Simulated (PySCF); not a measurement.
## [Zr(Cl)(H)3] (charge 0, multiplicity 1)

All values below come from TPSSh-D3(BJ)/def2-TZVP // r2SCAN-D4/def2-SVP (PySCF).

```json
{
 "HOMO": "-8.09 eV",
 "dipole_moment": "0.71 D",
 "HOMO–LUMO gap": "5.09 eV",
 "LUMO": "-2.99 eV",
 "charge on the central atom (Mulliken)": "0.91 e",
 "total_energy": "-13853.31 eV",
 "cost": "very roughly 30 core-seconds"
}
```

Bond lengths (Å): Zr1–Cl2 2.323, Zr1–H3 1.845, Zr1–H4 1.845, Zr1–H5 1.845. Bond angles (°): Cl2–Zr1–H3 108.5, Cl2–Zr1–H4 108.5, Cl2–Zr1–H5 108.5, H3–Zr1–H4 110.4, H3–Zr1–H5 110.4, H4–Zr1–H5 110.4.
